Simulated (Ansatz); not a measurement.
Program: Ansatz. Geometries: PBE0-D4/def2-TZVP. ΔE: electronic, gas phase. CBS: MP2 limit from def2 TZ/QZ plus the TZ coupled-cluster correction, frozen cores. This one scheme is used for every species. DFT in def2-TZVPP. B3LYP here is the variant with VWN-RPA as its local correlation; programs differ in this. For Ge outer-core shells are correlated without core-valence functions, which leaves a few kJ/mol of doubt a bond. Scalar relativity is left out up to krypton. One conformer a species, not always the lowest.

Reaction (formal exchange of groups at the Si–C bond): `O=C[SiH2][SiH2][SiH3]` + GeH₄ → `[SiH3][SiH2][SiH2][GeH3]` + `C=O`

(1) Is it downhill or uphill in electronic energy at CCSD(T)/CBS, and by how much? (An estimate is asked.)

(2) What do these levels give: PBE-D4, B3LYP-D4, B2PLYP, PBE0, SCS-MP2/def2-QZVPP, CCSD/CBS(def2)? (Estimate.)

Largest T1 diagnostic among the species: 0.016.

Results:

(1) The calculation gave: Downhill: ΔE = -40.7 kJ/mol.

(2) Computed: PBE-D4 -40.0, B3LYP-D4 -35.9, B2PLYP -36.0, PBE0 -42.3, SCS-MP2/def2-QZVPP -38.1, CCSD/CBS(def2) -41.2 kJ/mol.

From PBE to PBE0 (25 % exact exchange), in def2-TZVPP and without D4, ΔE moves by −3.3 kJ/mol. In def2-TZVPP, CCSD(T) changes the Hartree–Fock value by −5.7 kJ/mol (the triples alone add +0.5 kJ/mol) and MP2 by −7.4 kJ/mol.
